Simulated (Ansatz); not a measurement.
Isomers of Ag6⁻ (doublet), relaxed with PBE0-D4/def2-SVPD; total energies from Ansatz at ωB97M-V/def2-TZVPD.

```csv
isomer,description,energy (Eh)
A,point group C2v; 12 × Ag–Ag 2.72 to 2.88 Å,-881.74344
B,point group not assigned; 9 × Ag–Ag 2.73 to 2.88 Å,-881.73231
```

In the def2 sets Ag takes a core potential; there is no spin–orbit coupling.

The isomers come from a short search, and lower ones may exist.

Problem. Work out the relative energies (1 Eh = 2625.5 kJ/mol) and the Boltzmann populations at 298 K from electronic energies alone (R = 8.314 J/mol/K).

Solution. ΔE: A 0.0, B 29.2 kJ/mol. RT = 2.48 kJ/mol. Factors exp(−ΔE/RT): A 1, B 7.7e-06; sum 1.000. Populations: A 100.0 %, B 0.0 %. Zero-point energy, vibrational entropy and symmetry numbers are left out and can shift these; an error of 4 kJ/mol changes a ratio by a factor of 5.0. Over the other density-functional and correlated levels in def2 sets, the gap between A and B ranges from 23 to 84 kJ/mol.
